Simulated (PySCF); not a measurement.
CAuO, SMILES O=[C+][Au], charge +1, multiplicity 1.

The structure is a stationary point at B3LYP-D3(BJ)/def2-TZVP. The spin state was assumed, not searched. The def2 effective core potentials stand for the cores of Au; spin–orbit coupling is left out.

Two levels are set side by side: PBE/def2-TZVPD (PySCF) and r2SCAN/def2-TZVPD (PySCF). Same geometry, gas phase. Differences are taken from unrounded values.

```csv
quantity,r2SCAN,PBE,PBE minus r2SCAN
orbital gap (eV),4.09,3.51,-0.58
highest occupied level (eV),-14.46,-14.23,0.23
lowest empty level (eV),-10.37,-10.72,-0.35
mean polarisability (bohr³),30.6,31.2,0.7
```

Rough cost on one machine, each run with all the roots and properties that it gave: r2SCAN against PBE about 3 times.
